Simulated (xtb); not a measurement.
ClCrO2 (SMILES [O]=[Cr](=[O])[Cl]), doublet, at a GFN2-xTB geometry (such geometries of metal compounds can be far from the true shape) (the multiplicity is a formal guess); GFN-FF run with xtb.

Here is a job for xtb.
```
$ xtb mol.xyz --gfnff --uhf 1 --json

# file mol.xyz
4

Cr     0.19490206    -0.26222232     0.20462893
O      1.63014103    -0.61831480    -0.22364150
O     -0.49160131    -0.91348286     1.41900166
Cl    -0.81093925     1.09104218    -0.85141033
```

**Question.** Write the output that xtb gives for this input, abridged.

**Answer.** 
```
   ID    Z sym.   atoms
    1   24 Cr     1
    2    8 O      2, 3
    3   17 Cl     4

           -------------------------------------------------
          |                Calculation Setup                |
           -------------------------------------------------

          ==================== Thresholds ====================
          CN  :   150.00000
          rep :   500.00000
          disp:  2500.00000
          HB1 :   250.00000
          HB2 :   450.00000

          Pauling EN used:
          Z : 8  EN :  3.44
          Z :17  EN :  3.16
          Z :24  EN :  1.66
          electric field strengths (au): 0.000

           -------------------------------------------------
          |           Force Field Initialization            |
           -------------------------------------------------

          distances ...
          ----------------------------------------
          generating topology and atomic info file ...
          pair mat ...
          computing topology distances matrix with Floyd-Warshall algo ...
          making topology EEQ charges ...
          #fragments for EEQ constrain: 1
          ----------------------------------------
          generating topology and atomic info file ...
          pair mat ...
          computing topology distances matrix with Floyd-Warshall algo ...
          making topology EEQ charges ...
          #fragments for EEQ constrain: 1
          rings ...
          # BATM   0
          # H in HB   0
          doing iterative Hueckel for 3 subsystem(s) ...

  atom   neighbors  erfCN metchar sp-hybrid imet pi  qest     coordinates
    1  Cr      3    2.79   0.00         2    2    0   0.456    0.368312   -0.495528    0.386693
    2  O       1    0.98   0.00         2    0    0  -0.285    3.080520   -1.168446   -0.422621
    3  O       1    0.98   0.00         2    0    0  -0.285   -0.928992   -1.726232    2.681525
    4  Cl      1    0.98   0.00         0    0    0   0.113   -1.532453    2.061771   -1.608932

          #atoms :   4
          #bonds :   3
          #angl  :   3
          #tors  :   0
          #nmol  :   1
          #optfrag :   1
           -------------------------------------------------
          |                   G F N - F F                   |
          |          A general generic force-field          |
          |                  Version 1.0.3                  |
           -------------------------------------------------
          Number of HB bonds (bound hydrogen)     0
          Number of HB bonds (unbound hydrogen)   0
          Number of XB bonds                      0

         :::::::::::::::::::::::::::::::::::::::::::::::::::::
         ::                     SUMMARY                     ::
         :::::::::::::::::::::::::::::::::::::::::::::::::::::
         :: total energy              -0.431936734130 Eh    ::
         :: gradient norm              0.020275028169 Eh/a0 ::
         ::.................................................::
         :: bond energy               -0.264516992894 Eh    ::
         :: angle energy               0.000070518921 Eh    ::
         :: torsion energy             0.000000000000 Eh    ::
         :: repulsion energy           0.010480338677 Eh    ::
         :: electrostat energy        -0.176129234366 Eh    ::
         :: dispersion energy         -0.001841364467 Eh    ::
         :: HB energy                  0.000000000000 Eh    ::
         :: XB energy                  0.000000000000 Eh    ::
         :: bonded atm energy          0.000000000000 Eh    ::
         :: external energy            0.000000000000 Eh    ::
         :: add. restraining           0.000000000000 Eh    ::
         :: total charge              -0.000000000000 e     ::
         :::::::::::::::::::::::::::::::::::::::::::::::::::::

           -------------------------------------------------
          |                Property Printout                |
           -------------------------------------------------

molecular dipole:
                 x           y           z       tot (Debye)
 q only:       -0.671       0.903      -0.704       3.373

           -------------------------------------------------
          | TOTAL ENERGY               -0.431936734130 Eh   |
          | GRADIENT NORM               0.020275028169 Eh/α |
           -------------------------------------------------
########################################################################
[WARNING] Runtime exception occurred
-1- gfnff_setup: Could not read topology file.
########################################################################

normal termination of xtb
```
